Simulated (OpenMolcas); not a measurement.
Al2+: CASPT2 settings compared

```json
{"Program": "OpenMolcas", "Basis": "ANO-RCC-VDZ [4s3p]", "Scalar Hamiltonian": "DKH2, point nucleus", "Active space": "1 electron in 4 orbitals (3s 3p)", "State averaging": "2S+1 = 2 even, 1 root; 2S+1 = 2 odd, 3 roots", "Spin-orbit coupling": "RASSI with atomic mean-field integrals over the reference wave functions, term energies averaged over their components"}
```

Methods on the same reference wave functions:
A. CASSCF
B. SS-CASPT2, IPEA 0.6 Eh, imaginary shift 0.15 Eh (closed shells correlated: 2s 2p)
C. SS-CASPT2, IPEA 0.35 Eh, sigma2 regulariser 0.3 Eh (closed shells correlated: 2s 2p)

Energies in eV above 3s 2S 1/2, the measured ground level; measured values from NIST levels in Kelleher and Podobedova, J. Phys. Chem. Ref. Data 37, 709 (2008).

```tsv
Level	A	B	C	Measured
3s 2S 1/2	0.0000	0.0000	0.0000	0.0000
3p 2P* 1/2	7.0070	7.008	7.008	6.6558
3p 2P* 3/2	7.0325	7.034	7.033	6.6848
```

Deviations, from unrounded energies. A percentage is the sum of absolute deviations over the sum of measured energies, with the sign that they share, or ± where signs differ.

```json
{"Against measurement": "mean absolute deviation (cm-1)", "Levels": "2", "A": "2800", "B": "2800", "C": "2800"}
{"Against measurement": "other configurations (%)", "Levels": "2", "A": "+5.2", "B": "+5.3", "C": "+5.2"}
```

A, B, C lie about equally close to measurement. The largest miss of A in the table is 3p 2P* 1/2, by +2800 cm-1. The ranking rests on the paired levels alone, and a cruder setting can come out closer through cancelling errors.

Between B and C no level of the table moves by more than 5 cm-1.

The lowest spin-free term lies below A's lowest term by 0.032 hartree in B, 0.032 hartree in C.

With one active electron the reference holds no correlation, so core polarisation is missing (holds for A). With one active electron, CASPT2 adds the correlation within the correlated inactive shells and between them and that electron, and leaves the splitting within a term as the reference gives it (holds for B; C). Computed and measured levels are paired by configuration, term and J; levels that our copy of the source lacks, or whose pairing is in doubt (as where it misses far off the trend of its configuration), stay unpaired and out of the deviations. Levels of configurations outside the active space are missing.

* marks odd parity.
